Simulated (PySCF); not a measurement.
## Worked example: chemical shift, span and skew from a shielding tensor

C₃H₆OSi, SMILES [SiH3][C@@H]1C=CO1. Atoms are numbered in the order given.

```xyz
11

Si     1.6095     0.2366    -0.1110
C     -0.2232     0.0862    -0.6250
C     -1.2223     0.8718     0.1917
C     -1.6226    -0.3218     0.6975
O     -0.7755    -1.1551    -0.0158
H      2.1368     1.5735    -0.5603
H      1.6870     0.1296     1.3836
H      2.4252    -0.8480    -0.7593
H     -0.3751     0.0641    -1.7263
H     -1.4682     1.9294     0.3222
H     -2.3263    -0.7367     1.4347
```

Coordinates come from a PBE-D3(BJ)/def2-SVP optimisation. The structure was generated by enumeration; whether it is a known compound was not checked.

GIAO shieldings from PySCF with PBE0/pcSseg-1, non-relativistic, no solvent. The symmetric part of the tensor of C2 has the principal values 62.2, 77.8, 147.6 ppm. The same nucleus in TMS has σ = 186.3 ppm at this level (PySCF, at its B3LYP-D3(BJ)/def2-TZVP geometry).

Task: Work out the isotropic shielding, the ¹³C shift against TMS, the span and the skew.

Result: 
σ(iso) = (σ11 + σ22 + σ33)/3 = 95.9 ppm. δ = σ(ref) − σ(iso) = 186.3 − (95.9) = 90.4 ppm.
Span Ω = σ33 − σ11 = 85.4 ppm. Skew κ = 3(σ(iso) − σ22)/Ω = 0.63. Tumbling in solution averages the tensor to δ; in a static solid the shielding alone would spread this spin-1/2 line over Ω.
